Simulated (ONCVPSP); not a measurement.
u(r) = r·R(r): atom against pseudo-atom (Eu (Z = 63))

Columns: radius, all-electron u(r) and pseudo u(r) of the 5s shell (level -48.22 eV) of europium in the configuration [Kr] 4d10 4f6 5s2 5p6 5d1 6s2; PBE, scalar-relativistic, ONCV scheme, ONCVPSP 4.0.1.

```json
{"r (bohr)": "0.123", "all-electron": "0.1221", "pseudo": "0.1214"}
{"r (bohr)": "0.245", "all-electron": "0.1992", "pseudo": "0.2424"}
{"r (bohr)": "0.368", "all-electron": "-0.4118", "pseudo": "0.3649"}
{"r (bohr)": "0.490", "all-electron": "-0.5202", "pseudo": "0.4848"}
{"r (bohr)": "0.613", "all-electron": "-0.1980", "pseudo": "0.6002"}
{"r (bohr)": "0.735", "all-electron": "0.2373", "pseudo": "0.7039"}
{"r (bohr)": "0.858", "all-electron": "0.6096", "pseudo": "0.7913"}
{"r (bohr)": "0.980", "all-electron": "0.8555", "pseudo": "0.8553"}
{"r (bohr)": "1.103", "all-electron": "0.9839", "pseudo": "0.8928"}
{"r (bohr)": "1.225", "all-electron": "1.0186", "pseudo": "0.9013"}
{"r (bohr)": "1.348", "all-electron": "0.9888", "pseudo": "0.8818"}
{"r (bohr)": "1.470", "all-electron": "0.9196", "pseudo": "0.8379"}
{"r (bohr)": "1.593", "all-electron": "0.8286", "pseudo": "0.7745"}
{"r (bohr)": "1.715", "all-electron": "0.7305", "pseudo": "0.6988"}
{"r (bohr)": "1.838", "all-electron": "0.6322", "pseudo": "0.6162"}
{"r (bohr)": "1.960", "all-electron": "0.5405", "pseudo": "0.5337"}
{"r (bohr)": "2.083", "all-electron": "0.4566", "pseudo": "0.4543"}
{"r (bohr)": "2.205", "all-electron": "0.3830", "pseudo": "0.3825"}
{"r (bohr)": "2.328", "all-electron": "0.3186", "pseudo": "0.3185"}
{"r (bohr)": "2.450", "all-electron": "0.2639", "pseudo": "0.2639"}
{"r (bohr)": "2.573", "all-electron": "0.2173", "pseudo": "0.2173"}
{"r (bohr)": "2.695", "all-electron": "0.1785", "pseudo": "0.1785"}
{"r (bohr)": "2.818", "all-electron": "0.1460", "pseudo": "0.1460"}
{"r (bohr)": "2.940", "all-electron": "0.1193", "pseudo": "0.1192"}
{"r (bohr)": "3.063", "all-electron": "0.0971", "pseudo": "0.0970"}
{"r (bohr)": "3.185", "all-electron": "0.0790", "pseudo": "0.0789"}
```

**Question.** How many radial nodes do the two functions have?

**Answer.** The all-electron 5s function has n − l − 1 = 4 (the table is too coarse to show those close to the nucleus); the pseudo-wave has 0, since the states of the same l below it are removed with the core.

**Question.** At about which radius was the pseudo-wave matched?

**Answer.** 2.45 bohr. The columns agree to 0.0005 from 2.33 bohr on; several derivatives are matched, so the curves merge somewhat inside the radius.

**Question.** Is the pseudo-wave norm-conserving?

**Answer.** Yes: the ONCV scheme keeps the norm inside the radius equal to the all-electron one, which fixes the energy derivative of the logarithmic derivative at the level.
